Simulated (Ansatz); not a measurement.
Consider the formal exchange of groups at a B–O bond: `BCBO` + `CC` → `BCBCC` + H₂O.

Computed with Ansatz on PBE0-D4/def2-TZVP structures; ΔE is electronic, products minus reactants. CBS: MP2 limit from def2 TZ/QZ plus the TZ coupled-cluster correction, frozen cores. This one scheme is used for every species. DFT in def2-TZVPP. One conformer a species, not always the lowest.

`BCBO`:

Z-matrix (Å, degrees):
```
C
B 1 1.579
B 1 1.544 2 107.4
H 1 1.099 2 103.3 3 -114.9
H 1 1.093 2 111.8 3 126.0
O 2 1.352 1 122.9 3 -108.9
H 2 1.197 1 121.4 3 70.7
H 3 1.198 1 121.2 2 105.8
H 3 1.197 1 120.3 2 -71.4
H 6 0.962 2 113.6 1 0.1
```

`CC`:

Cartesian coordinates in Å:
```
C -0.472 0.265 0.533
C 0.472 -0.265 -0.533
H -0.306 1.329 0.719
H -1.516 0.143 0.237
H -0.336 -0.259 1.482
H 0.306 -1.329 -0.719
H 1.516 -0.143 -0.237
H 0.336 0.259 -1.482
```

`BCBCC`:

Cartesian coordinates in Å:
```
B 2.126 -1.153 0.895
C 1.269 0.105 1.154
B -0.143 -0.125 0.517
C -0.700 0.796 -0.610
C -1.902 0.289 -1.397
H 3.052 -1.132 0.135
H 1.848 -2.189 1.428
H 1.730 1.045 0.845
H 1.046 0.097 2.234
H -0.820 -1.020 0.950
H 0.110 1.115 -1.278
H -0.969 1.723 -0.073
H -2.723 0.020 -0.729
H -2.276 1.035 -2.102
H -1.648 -0.605 -1.971
```

H₂O:

Z-matrix (Å, degrees):
```
O
H 1 0.960
H 1 0.960 2 105.1
```

```csv
level,ΔE (kJ/mol)
r2SCAN-D4,145.1
r2SCAN,146.4
SCS-MP2/def2-TZVPP,145.4
MP2/def2-QZVPP,138.8
```

(1) What does CCSD(T)/CBS give? (An estimate is asked.)

Largest T1 diagnostic among the species: 0.013.

## Answers

(1) Ansatz gave: +137.9 kJ/mol. The listed levels differ from it by 7.2, 8.5, 7.5, 0.9 kJ/mol.

In def2-TZVPP, CCSD(T) changes the Hartree–Fock value by −11.3 kJ/mol (the triples alone add −0.5 kJ/mol) and MP2 by −12.5 kJ/mol. The D4 term adds −5.8 kJ/mol with B3LYP and −3.5 kJ/mol with PBE0; it sums over pairs of atoms, weighted by their polarisabilities, and B3LYP, whose exchange is more repulsive, gets the larger term.

B3LYP here is the variant with VWN-RPA as its local correlation; programs differ in this.
